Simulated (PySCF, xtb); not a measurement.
(1E)-1-bromobuta-1,3-diene (C4H5Br), SMILES C(=C\C=C)/Br. Other conformers were not sampled.

Harmonic wavenumbers (cm⁻¹) from GFN2-xTB run with xtb 6.7.1 at its own minimum, in rising order: 128, 154, 217, 311, 441, 611, 725, 740, 889, 948, 967, 1025, 1153, 1201, 1262, 1292, 1406, 1621, 1659, 3060, 3075, 3085, 3104, 3136.

**Question.** What does B3LYP-D3(BJ)/def2-SVP (PySCF) give at its own minimum? (An estimate is asked for; the answer gives what the named calculation found.)

**Answer.** 146, 160, 240, 323, 453, 647, 759, 834, 931, 954, 966, 1038, 1167, 1230, 1293, 1309, 1429, 1644, 1705, 3139, 3148, 3166, 3205, 3241. Paired by order, the mean absolute difference is 38 cm⁻¹ and the zero-point energies are 46.0 and 47.4 kcal/mol.
